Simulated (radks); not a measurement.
Species: Ce7+. Configuration: [Kr] 4d10 5s2 5p(1/2: 2, 3/2: 1). All-electron calculation, Dirac Kohn-Sham, relativistic LDA (MacDonald-Vosko exchange, VWN5 correlation), spin-unpolarised, spherical densities, finite nucleus; Fermi nuclear charge, rms radius 4.8771 fm. Program: a radial shooting solver on a logarithmic mesh with Libxc functionals.

Spin-orbit splittings of the eigenvalues, e(l+1/2) - e(l-1/2), with zeta = 2 splitting/(2l+1) and mean radii in bohr:

shell  occ.  splitting (eV)  zeta (eV)  <r> j=l-1/2  <r> j=l+1/2
2p        6           441.9      294.6      0.08817      0.09435
3p        6           86.90      57.93       0.2687       0.2808
3d       10               ?          ?       0.2516       0.2555
4p        6           19.12      12.75       0.6526       0.6792
4d       10           3.426      1.370       0.7269       0.7359
5p        3           3.931      2.621        1.497        1.548

Estimate the 3d splitting.

Answer. 18.76 eV (zeta = 7.502 eV).
